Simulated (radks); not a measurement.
Results of a calculation; reference values are marked as such.
Question: These are the eigenvalues of the occupied orbitals of an atom or ion with whole-number occupations (Ry). Level of theory: non-relativistic Kohn-Sham, LDA (Slater exchange, Perdew-Wang correlation), spin-unpolarised, spherical densities, point nucleus (a radial shooting solver on a logarithmic mesh with Libxc functionals).

| orbital | eigenvalue |
|---|---|
| 1s | -3033.716 |
| 2s | -487.5435 |
| 2p | -463.0112 |
| 3s | -116.7189 |
| 3p | -105.9793 |
| 3d | -85.89968 |
| 4s | -33.77536 |
| 4p | -29.66005 |
| 4d | -22.35370 |
| 5s | -13.87169 |
| 4f | -13.50808 |

Which element is it, and in what charge state? The configuration may be excited.

Answer: Z = 60, neodymium, charge +11: Nd11+ in [Kr] 4d10 4f1 5s2. The list shows which subshells hold electrons but not how many an open one holds; the 1s level, -1516.9 hartree, gives Z - s = 55.1 by -(Z - s)^2/2, which with screening narrows Z to a few neighbours, and the depths of the outer levels then fix element, charge and occupations together.
